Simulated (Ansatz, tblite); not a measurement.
Isomers of Li7Sn (doublet), found by a short tight-binding search and relaxed with PBE0-D4/def2-TZVP in Ansatz.

In the def2 sets Sn takes a core potential; there is no spin–orbit coupling. The xTB rows come from tblite. LC-ωPBE has ω = 0.4 bohr⁻¹.

Run but left out: HF/def2-TZVP, MP2/def2-TZVP (A: ⟨S²⟩ 1.22, where a pure state has 0.75); CCSD/def2-TZVP, CCSD(T)/def2-TZVP (B: ⟨S²⟩ 1.54, where a pure state has 0.75); CCSD/def2-TZVP, CCSD(T)/def2-TZVP (C: ⟨S²⟩ 1.37, where a pure state has 0.75).

A: At r2SCAN-D4/def2-TZVP, r2SCAN0-D4/def2-TZVP the charge 0 doublet is spin-contaminated (final ⟨S²⟩ up to 0.88, 0.75 for a pure state). B: At r2SCAN-D4/def2-TZVP, r2SCAN0-D4/def2-TZVP, LC-ωPBE/def2-TZVP the charge 0 doublet is spin-contaminated (final ⟨S²⟩ up to 0.85, 0.75 for a pure state). C: At r2SCAN-D4/def2-TZVP, r2SCAN0-D4/def2-TZVP, LC-ωPBE/def2-TZVP the charge 0 doublet is spin-contaminated (final ⟨S²⟩ up to 0.97, 0.75 for a pure state).

Other spin states weren't relaxed.

A:

Cartesian coordinates in Å:
```
Li 1.382 0.019 1.006
Li 1.465 -0.334 -2.348
Li -1.288 0.623 1.704
Li 0.464 -0.939 3.885
Li -0.507 -2.094 1.079
Li 0.343 2.251 -1.290
Li -1.191 0.637 -3.270
Sn -0.667 -0.163 -0.766
```

B:

Cartesian coordinates in Å:
```
Li 2.5520 2.0760 0.8645
Li -1.7014 -2.0048 -2.7773
Li 0.7665 -0.5138 1.4377
Li -1.7038 -0.1778 -0.1852
Li -0.3716 -2.9609 -0.1538
Li 0.7640 -0.4333 -1.5191
Li -0.4741 2.2564 2.3889
Sn 0.1683 1.7581 -0.0557
```

C:

Cartesian coordinates in Å:
```
Li -1.613 1.002 1.016
Li -0.286 -1.443 1.049
Li 1.468 1.765 -2.306
Li -3.409 -1.519 0.392
Li 2.282 -0.968 -1.272
Li 1.633 0.754 2.549
Li -0.974 -0.376 -1.495
Sn 0.899 0.784 0.067
```

Q: Estimate which lies lowest at each level, and how far above it the others are (kJ/mol).

A: 
```
               level    A     B     C
            GFN1-xTB  0.0   8.4  72.2
            GFN2-xTB  6.9   0.0  78.8
    PBE-D4/def2-TZVP  0.0  36.2  13.7
 r2SCAN-D4/def2-TZVP  0.0  39.4  10.4
   PBE0-D4/def2-TZVP  0.0  39.5  14.9
r2SCAN0-D4/def2-TZVP  0.0  41.5  11.5
   LC-ωPBE/def2-TZVP  0.0  43.1  18.6
```
Point groups (tolerance 0.1 Å): A not assigned, B not assigned, C not assigned. Lower isomers may exist.
